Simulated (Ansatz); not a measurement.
`F[SiH2][AlH2]` + `C[NH][GeH3]` → `C[N]([GeH3])[SiH2]F` + `[AlH3]` at 700 K and 1 bar (cleavage of the Si–Al bond).

Gas-phase electronic energies from Ansatz, PBE0-D4/def2-TZVP geometries. CCSD(T)/CBS adds triple-zeta CCSD(T) − MP2 to the extrapolated MP2 energy (def2 sets, frozen cores). This one scheme is used for every species. For Ge outer-core shells are correlated without core-valence functions, which leaves a few kJ/mol of doubt a bond. Scalar relativity is left out up to krypton. Each species was taken in one conformer, which may not be the lowest.

```csv
species,CCSD(T)/CBS energy (Eh),H − E (kJ/mol),S (J/(mol·K))
`F[SiH2][AlH2]`,-633.31837,146.4,404.2
`C[NH][GeH3]`,-2173.06430,268.1,408.1
`C[N]([GeH3])[SiH2]F`,-2562.63827,326.1,525.5
`[AlH3]`,-243.78045,80.2,251.4
```

H − E and S are ideal-gas, rigid-rotor, harmonic terms from PBE0-D4/def2-TZVP, for one conformer and one mirror image of each species. 1 Eh = 2625.50 kJ/mol, R = 8.31446 J/(mol·K).

Q: By hand: ΔE, ΔH, ΔS and ΔG.

A: ΔE = (-2562.63827) + (-243.78045) − (-633.31837) − (-2173.06430) = -0.03605 Eh = -94.6 kJ/mol. Δ(H − E) = 326.1 + 80.2 − 146.4 − 268.1 = -8.2, so ΔH = -102.8 kJ/mol. ΔS = 525.5 + 251.4 − 404.2 − 408.1 = -35.4 J/(mol·K). ΔG = -102.8 − 700 × (-35.4)/1000 = -78.0 kJ/mol.

Q: By hand: the equilibrium constant, and the temperature at which ΔG would vanish if ΔH and ΔS stayed fixed.

A: log₁₀ K = −ΔG/(RT ln 10) = 5.8. ΔG = 0 at ΔH/ΔS = 2904 K, far beyond where these terms or the molecules hold.

ΔH outweighs TΔS. A doubt of 5 kJ/mol in ΔE shifts log₁₀ K by 0.4 here. Other conformers and mirror images would add mixing entropy, several J/(mol·K) or more a flexible species. Modes under 60 cm⁻¹, often nearly free rotors, make the harmonic entropy too high. These are equilibria of isolated gas molecules and say nothing of rates. Largest T1 diagnostic: 0.012 (customary marks: 0.02 for closed shells, 0.045 for open ones).
